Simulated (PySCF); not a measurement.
PbH₂, SMILES [PbH2] (connectivity only; charge and spin as stated), neutral, multiplicity 1.

Geometry optimised at B3LYP-D3(BJ)/def2-TZVPD. The def2 effective core potentials stand for the cores of Pb; spin–orbit coupling is left out.

All values below come from TDA-CAM-B3LYP/def2-TZVPD in PySCF.

Vertical excitations. Gas-phase values at a fixed geometry. State labels are in the subgroup C2v.

Problem. Give excitation energies, oscillator strengths and character. (Estimate from the structure and the level; the computed values follow.)

Solution. 
```csv
state,symmetry,energy (eV),λ (nm),f,main pairs
S1,B1,2.52,491,0.009,HOMO→LUMO 99 %
S2,A2,3.49,355,0.000,HOMO−1→LUMO 99 %
S3,A1,5.72,217,0.235,HOMO→LUMO+1 95 %
S4,B2,6.13,202,0.053,"HOMO→LUMO+2 76 %, HOMO−1→LUMO+1 17 %"
S5,A1,6.96,178,0.009,"HOMO→LUMO+3 81 %, HOMO−1→LUMO+2 16 %"
S6,B2,7.04,176,0.537,"HOMO−1→LUMO+1 77 %, HOMO→LUMO+2 13 %"
S7,A2,7.48,166,0.000,HOMO→LUMO+5 98 %
S8,A1,7.49,166,0.001,"HOMO→LUMO+6 70 %, HOMO−1→LUMO+2 25 %"
S9,B1,7.59,163,0.192,HOMO→LUMO+4 98 %
S10,A1,7.98,155,0.766,"HOMO−1→LUMO+2 46 %, HOMO→LUMO+6 27 %, HOMO→LUMO+3 15 %"
T1,B1,1.80,690,0,HOMO→LUMO 98 %
T2,A2,3.07,404,0,HOMO−1→LUMO 98 %
T3,B2,4.95,250,0,HOMO→LUMO+2 86 %
T4,A1,5.09,243,0,HOMO→LUMO+1 75 %
```
Triplets are in the Tamm–Dancoff approximation.
